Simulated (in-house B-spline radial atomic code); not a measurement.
Radial electron density of neutral iron, [Ar] 3d6 4s2. Level of theory: scalar-relativistic (X2C) BP86, spin-polarised, spherical fractional occupations, Fermi nucleus of rms radius 3.7377 fm; calculated with an all-electron radial atomic-structure program (B-spline basis).

One-electron X2C: radii and densities carry no picture-change correction, so inner-shell <1/r> comes out high (for 1s by about 2 % at Z = 33, 5 % at 54, 10 % at 75, 30 % at 118) and <r> low.

Columns: r (bohr), 4πr²n(r) (electrons per bohr), bar.

```
 0.00212   0.7878 #
  0.0026    1.128 #
 0.00319    1.609 ##
 0.00391    2.277 ###
 0.00479    3.195 ####
 0.00587    4.442 ######
 0.00719      6.1 ########
 0.00881    8.261 ##########
  0.0108       11 ##############
  0.0132    14.27 ##################
  0.0162    18.11 #######################
  0.0199    22.26 ############################
  0.0243    26.14 #################################
  0.0298    29.37 #####################################
  0.0366     31.2 #######################################
  0.0448    31.13 #######################################
  0.0549    29.26 #####################################
  0.0672    26.51 #################################
  0.0824    24.49 ###############################
   0.101     24.9 ###############################
   0.124    28.23 ####################################
   0.152     32.7 #########################################
   0.186    34.95 ############################################
   0.228    32.24 #########################################
   0.279    25.01 ###############################
   0.342    17.11 ######################
   0.419    13.13 #################
   0.513    13.97 ##################
   0.629    16.31 #####################
    0.77    16.17 ####################
   0.944    12.76 ################
    1.16    8.112 ##########
    1.42    4.546 ######
    1.74    2.552 ###
    2.13    1.636 ##
    2.61    1.143 #
     3.2   0.7517 #
    3.92    0.417 #
     4.8    0.181 
    5.88  0.05739 
     7.2  0.01271 
    8.83 0.001878 
    10.8 0.0001792
```

On this grid the curve has 3 maxima, near 0.0366, 0.186, 0.629 bohr.

The 4s down radial function P(r) = rR(r), positive near the nucleus:

```
r (bohr)         P
0.000769  0.006639
 0.00115  0.009581
 0.00173   0.01384
  0.0026   0.01984
 0.00391   0.02815
 0.00587   0.03923
 0.00881   0.05324
  0.0132   0.06918
  0.0199   0.08406
  0.0298   0.08994
  0.0448   0.07427
  0.0672   0.02312
   0.101  -0.06376
   0.152   -0.1445
   0.228    -0.129
   0.342   0.03701
   0.513    0.2319
    0.77    0.1976
    1.16   -0.1325
    1.74   -0.4903
    2.61   -0.6125
    3.92   -0.4453
    5.88   -0.1801
    8.83  -0.03479
```
